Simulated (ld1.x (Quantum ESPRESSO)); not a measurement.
**Reading a pseudo-wave (samarium)**

Columns: radius, all-electron u(r) and pseudo u(r) of the 5p shell (level -22.65 eV) of samarium in the configuration [Kr] 4d10 4f6 5s2 5p6 5d0.5 6s1.5 6p0; PBE, scalar-relativistic, ultrasoft scheme, ld1.x (Quantum ESPRESSO) 7.5.

| r (bohr) | all-electron | pseudo |
| --- | --- | --- |
| 0.185 | -0.3014 | -0.0222 |
| 0.370 | 0.2941 | -0.0858 |
| 0.555 | 0.3993 | -0.1821 |
| 0.740 | -0.0129 | -0.2982 |
| 0.925 | -0.4488 | -0.4188 |
| 1.110 | -0.7356 | -0.5288 |
| 1.295 | -0.8699 | -0.6151 |
| 1.480 | -0.8929 | -0.6688 |
| 1.665 | -0.8473 | -0.6861 |
| 1.850 | -0.7657 | -0.6682 |
| 2.035 | -0.6700 | -0.6214 |
| 2.220 | -0.5732 | -0.5545 |
| 2.405 | -0.4827 | -0.4780 |
| 2.590 | -0.4018 | -0.4014 |
| 2.775 | -0.3316 | -0.3316 |
| 2.960 | -0.2718 | -0.2718 |
| 3.145 | -0.2218 | -0.2218 |
| 3.330 | -0.1803 | -0.1803 |
| 3.515 | -0.1461 | -0.1461 |
| 3.700 | -0.1182 | -0.1182 |
| 3.885 | -0.0954 | -0.0954 |
| 4.070 | -0.0768 | -0.0768 |
| 4.255 | -0.0618 | -0.0618 |
| 4.440 | -0.0496 | -0.0496 |
| 4.625 | -0.0398 | -0.0398 |
| 4.810 | -0.0318 | -0.0318 |

(1) How many radial nodes do the two functions have?

(2) At about which radius was the pseudo-wave matched?

(3) Is the pseudo-wave norm-conserving?

Answers

(1) The all-electron 5p function has n − l − 1 = 3 (the table is too coarse to show those close to the nucleus); the pseudo-wave has 0, since the states of the same l below it are removed with the core.

(2) 2.90 bohr. The columns agree to 0.0005 from 2.59 bohr on; several derivatives are matched, so the curves merge somewhat inside the radius.

(3) No, it belongs to an ultrasoft set: the norm inside the radius is not constrained, and the difference is carried by the augmentation charge.
